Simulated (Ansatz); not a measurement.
Geometry optimisation, Ansatz, RHF/def2-SVP.

input.yaml

```yaml
crystal:
  periodic: [false, false, false]
  atoms:
    - { symbol: C, position_ang: [-1.58387, 0.55062, 0.2436] }
    - { symbol: Cr, position_ang: [0.19698, 0.41503, -0.75766] }
    - { symbol: C, position_ang: [1.43725, -0.84074, 0.2838] }
    - { symbol: O, position_ang: [-0.11645, -0.36205, -2.05462] }
    - { symbol: O, position_ang: [0.82713, 1.81716, -0.60922] }
    - { symbol: H, position_ang: [-1.32293, 0.51939, 1.31422] }
    - { symbol: H, position_ang: [-2.14873, 1.46857, 0.08156] }
    - { symbol: H, position_ang: [-2.2497, -0.28581, 0.0138] }
    - { symbol: H, position_ang: [2.32903, -1.16679, -0.25151] }
    - { symbol: H, position_ang: [0.85836, -1.74504, 0.52194] }
    - { symbol: H, position_ang: [1.77293, -0.37034, 1.2141] }
basis:
  gaussian: { orbitals: def2-SVP }
hamiltonian:
  xc: hf
relax:
  f_tol: 0.015
  max_steps: 40
```

Run as:

```bash
$ ansatz run input.yaml --threads 2 --pin off --max-ram 3072MiB --backend cpu --events-out ev --progress --plain --runs-dir out
```

Task: Where does it end, and by what steps?

Result: The run converged. After 9 steps the energy has fallen by 0.495 eV; H8 moved furthest, 0.46 Å.

```json
{"step": "0", "energy less start (eV)": "0.0000", "largest force component (eV/Å)": "1.936", "accepted": "yes"}
{"step": "1", "energy less start (eV)": "-0.3630", "largest force component (eV/Å)": "0.867", "accepted": "yes"}
{"step": "2", "energy less start (eV)": "-0.4324", "largest force component (eV/Å)": "0.565", "accepted": "yes"}
{"step": "3", "energy less start (eV)": "-0.4786", "largest force component (eV/Å)": "0.181", "accepted": "yes"}
{"step": "4", "energy less start (eV)": "-0.4910", "largest force component (eV/Å)": "0.119", "accepted": "yes"}
{"step": "5", "energy less start (eV)": "-0.4900", "largest force component (eV/Å)": "0.649", "accepted": "no"}
{"step": "6", "energy less start (eV)": "-0.4934", "largest force component (eV/Å)": "0.025", "accepted": "yes"}
{"step": "7", "energy less start (eV)": "-0.4948", "largest force component (eV/Å)": "0.069", "accepted": "yes"}
{"step": "8", "energy less start (eV)": "-0.4953", "largest force component (eV/Å)": "0.047", "accepted": "yes"}
{"step": "9", "energy less start (eV)": "-0.4955", "largest force component (eV/Å)": "0.004", "accepted": "yes"}
```

```xyz
11
Properties=species:S:1:pos:R:3
C -1.505 0.529 0.326
Cr 0.195 0.405 -0.686
C 1.330 -0.893 0.292
O -0.105 -0.161 -2.049
O 0.869 1.750 -0.645
H -1.260 0.873 1.328
H -2.118 1.253 -0.206
H -1.959 -0.460 0.320
H 2.255 -0.968 -0.275
H 0.795 -1.840 0.310
H 1.503 -0.487 1.286
```

Whether the end is a true minimum wasn't checked by a vibrational analysis.

Run time: 32 s on 2 threads of Arm Neoverse V1, with other jobs on the host, peak memory 0.34 GiB.
